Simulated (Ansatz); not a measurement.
Program: Ansatz. Geometries: PBE0-D4/def2-TZVP. ΔE: electronic, gas phase. CCSD(T)/CBS adds triple-zeta CCSD(T) − MP2 to the extrapolated MP2 energy (def2 sets, frozen cores). This one scheme is used for every species. DFT in def2-TZVPP. Each species was taken in one conformer, which may not be the lowest.

Reaction (redistribution): `BC[SiH](C)Cl` + `BF` → `C[SiH2]Cl` + `BCBF`

```csv
level,ΔE (kJ/mol)
ωB97M-V,-4.8
MP2/def2-TZVPP,0.7
CCSD/def2-TZVPP,-4.7
MP2/def2-QZVPP,0.8
```

**Question.** What does CCSD(T)/CBS give? (Estimate.)

**Answer.** The calculation gave: -2.9 kJ/mol. The listed levels differ from it by -1.9, 3.6, -1.8, 3.7 kJ/mol.

Largest T1 diagnostic among the species: 0.013.

In def2-TZVPP, CCSD(T) changes the Hartree–Fock value by +8.0 kJ/mol (the triples alone add +1.7 kJ/mol) and MP2 by +11.7 kJ/mol. The D4 term adds +9.0 kJ/mol with B3LYP and +5.2 kJ/mol with PBE0; it sums over pairs of atoms, weighted by their polarisabilities, and B3LYP, whose exchange is more repulsive, gets the larger term.

B3LYP here is the variant with VWN-RPA as its local correlation; programs differ in this.
